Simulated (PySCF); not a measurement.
# Dipole response of Re (rhenium, neutral)

[Xe] 4f14 5d5 6s2, high-spin 6S determinant. Computed with PySCF 2.14 in def2-TZVPPD with the def2 core potential (60 electrons) (6s5p3d2f1g, 59 functions), with scalar relativity through the core potential. Coupled (time-dependent) response in atomic units; α is the mean over directions.

| method | mean α (bohr³) | C₆ (like pair) | S(−4) |
| --- | --- | --- | --- |
| UHF | 92.42 | 1046 | 7463 |
| PBE | 63.53 | 702.7 | 1864 |
| PBE0 | 67.10 | 752.5 | 2165 |
| LC-wPBE | 73.03 | 839.6 | 2725 |

S(−4) is the Cauchy moment in α(ω) = α(0) + S(−4) ω² + …

Reference α: 62 ± 3 bohr³ (recommended; Schwerdtfeger and Nagle, table of static dipole polarizabilities (2023 update)). Published C₆: 663.0 (Gould and Bucko (2016)).

Hartree-Fock lies above the reference because it lacks correlation, which contracts the outer shell.

α(iu) at PBE0:

```json
{"u (hartree)": "0", "α(iu) (bohr³)": "67.10"}
{"u (hartree)": "0.0500", "α(iu) (bohr³)": "62.29"}
{"u (hartree)": "0.100", "α(iu) (bohr³)": "52.36"}
{"u (hartree)": "0.200", "α(iu) (bohr³)": "34.64"}
{"u (hartree)": "0.300", "α(iu) (bohr³)": "23.97"}
{"u (hartree)": "0.500", "α(iu) (bohr³)": "14.01"}
{"u (hartree)": "0.750", "α(iu) (bohr³)": "8.978"}
{"u (hartree)": "1.00", "α(iu) (bohr³)": "6.452"}
{"u (hartree)": "1.50", "α(iu) (bohr³)": "3.870"}
{"u (hartree)": "2.00", "α(iu) (bohr³)": "2.581"}
{"u (hartree)": "3.00", "α(iu) (bohr³)": "1.372"}
{"u (hartree)": "5.00", "α(iu) (bohr³)": "0.5669"}
```

A single London oscillator, α(iu) = α/(1 + u²/ω²), gives C₆ = (3/4) ω α². Matching the computed C₆ needs ω = 4 × 752.5 / (3 × 67.10²) = 0.223 hartree.

Energies and moments cover only the electrons outside the core potential. Spin-orbit coupling, which splits the p, d and f shells strongly at this Z, is absent.
